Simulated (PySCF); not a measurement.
# Dipole moment and polarisability of `CCCS(=O)(=O)O`

Species: C3H8O3S.
Structure used (GFN2-xTB), in Å, numbered top down from 1:
```xyz
15
C3H8O3S angstrom
C     -1.862    0.349   -0.240
C     -0.941   -0.848   -0.037
C      0.467   -0.549   -0.512
S      1.213    0.605    0.653
O      0.823    1.950    0.385
O      1.095    0.118    1.994
O      2.774    0.428    0.235
H     -1.976    0.566   -1.300
H     -1.447    1.226    0.248
H     -2.845    0.145    0.176
H     -1.335   -1.715   -0.573
H     -0.888   -1.096    1.025
H      0.497   -0.063   -1.482
H      1.109   -1.423   -0.498
H      3.313    0.314    1.019
```

Level: wB97X-D/def2-SVPD (PySCF), static field, nuclei fixed, core orbitals frozen in the response. The polarisability tensor in these axes (au):

```
x   73.08  1.58  3.64
y    1.58 63.42  1.08
z    3.64  1.08 61.74
```

Task: Give the principal values, the mean and the anisotropy Δα = √{½[(α1 − α2)² + (α2 − α3)² + (α1 − α3)²]}.

Result: Principal values 60.54, 63.25 and 74.44 au; mean 66.08 au = 9.79 Å³ = 10.89 × 10⁻⁴⁰ C²·m²/J; Δα = 12.77 au (19 % of the mean).

Task: What is the dipole moment, and where does it point?

Result: (0.15, -2.92, -1.78) D, 3.42 D in size, pointing from the negative to the positive side. Measured along this direction, the outermost atoms are O5 at the negative end and H11 at the positive end.

Task: Traceless (Buckingham) quadrupole moment about the centre of nuclear charge: eigenvalues?

Result: -8.21, -2.72, 10.93 D·Å. The values depend on the origin, since the dipole doesn't vanish. The electronic extent ⟨r²⟩ about the same centre is 889 bohr², a root-mean-square distance of 1.94 Å for the 66 electrons.

Task: Molar refractivity from α?

Result: Lorentz–Lorenz: R = (4π/3)N_A α = 2.5225 cm³/(mol·Å³) × 9.79 Å³ = 24.7 cm³/mol, in the limit of long wavelengths.

Task: Find the Langevin capture rate constant for NO+ (29.998 u) meeting this molecule (124.019 u), k = 2.342 × 10⁻⁹ cm³/s × √(α in Å³ / reduced mass in u).

Result: The reduced mass is 24.16 u, so k = 1.49 × 10⁻⁹ cm³/s. The formula leaves out the permanent dipole, which adds to the capture rate.

Geometry: GFN2-xTB, one conformer, isolated molecule.

These values come from a run that also computed excited states. Hardware: one thread, x86-64 server, no GPU (shared host). Cost: 55 s.
